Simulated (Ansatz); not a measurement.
Reaction (cleavage of the Si–B bond): `[SiH3]BO[SiH3]` + `N[SiH](N)N` → `N[SiH](N)N[SiH3]` + `BO[SiH3]`

Computed with Ansatz on PBE0-D4/def2-TZVP structures; ΔE is electronic, products minus reactants. CCSD(T)/CBS is the MP2 limit (def2-TZVPP, def2-QZVPP) plus CCSD(T) − MP2 in def2-TZVPP, frozen cores. DFT in def2-TZVPP. B3LYP here is the variant with VWN-RPA as its local correlation; programs differ in this. One conformer a species, not always the lowest.

| level | ΔE (kJ/mol) | difference from CCSD(T)/CBS |
| --- | --- | --- |
| PBE-D4 | -60.7 | 17.6 |
| r2SCAN-D4 | -73.2 | 5.1 |
| PBE0-D4 | -67.9 | 10.4 |
| B3LYP-D4 | -77.5 | 0.8 |
| ωB97X-V | -76.3 | 2.0 |
| ωB97M-V | -81.1 | -2.8 |
| B2PLYP | -78.1 | 0.2 |
| PBE | -56.7 | 21.6 |
| r2SCAN | -72.2 | 6.1 |
| PBE0 | -64.4 | 13.9 |
| B3LYP | -71.1 | 7.2 |
| HF/def2-TZVPP | -89.6 | -11.3 |
| MP2/def2-TZVPP | -87.3 | -9.0 |
| SCS-MP2/def2-TZVPP | -87.5 | -9.2 |
| CCSD/def2-TZVPP | -79.2 | -0.9 |
| CCSD(T)/def2-TZVPP | -78.2 | 0.1 |
| HF/def2-QZVPP | -90.6 | -12.3 |
| MP2/def2-QZVPP | -87.7 | -9.4 |
| SCS-MP2/def2-QZVPP | -87.7 | -9.4 |
| HF/CBS(def2) | -90.7 | -12.4 |
| MP2/CBS(def2) | -87.4 | -9.1 |
| CCSD/CBS(def2) | -79.3 | -1.0 |
| CCSD(T)/CBS | -78.3 | 0 |

Largest T1 diagnostic among the species: 0.014.

The D4 term adds −6.3 kJ/mol with B3LYP and −3.5 kJ/mol with PBE0; it sums over pairs of atoms, weighted by their polarisabilities, and B3LYP, whose exchange is more repulsive, gets the larger term. From PBE to PBE0 (25 % exact exchange), in def2-TZVPP and without D4, ΔE moves by −7.6 kJ/mol.
